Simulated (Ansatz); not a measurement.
BClH4S2Si. Total charge 0; spin multiplicity 1. The bonds changed during the relaxation, so this is another structure than the one it started from.

Z-matrix (Å, degrees):
```
Si
B 1 2.011
H 1 1.488 2 110.6
H 1 1.495 2 109.2 3 -118.8
H 1 1.489 2 112.7 3 121.4
Cl 2 1.790 1 119.7 3 -74.3
S 2 1.885 1 117.2 3 81.3
S 2 2.036 1 111.7 3 151.1
H 8 1.354 2 98.7 1 -13.8
```

(1) List the harmonic frequencies (cm⁻¹, unscaled) at PBE0-D4/def2-TZVP in Ansatz. (An estimate is asked.)

(2) Is this a minimum?

(3) Give the ideal-gas thermochemistry at 298.15 K and 1 bar (rigid rotor, harmonic oscillator; point group C1, symmetry number 1).

Answers

(1) The calculation gave: 109, 132, 151, 193, 221, 331, 390, 539, 563, 586, 594, 813, 860, 880, 924, 935, 945, 2181, 2214, 2220, 2610.

(2) Yes, all 21 modes are real.

(3) Zero-point energy 110.0 kJ/mol; H(298) − E = 132.7 kJ/mol; entropy 367.2 J/(mol·K), of which translation 170.7, rotation 120.5, vibration 76.1; G(298) − E = 23.3 kJ/mol.
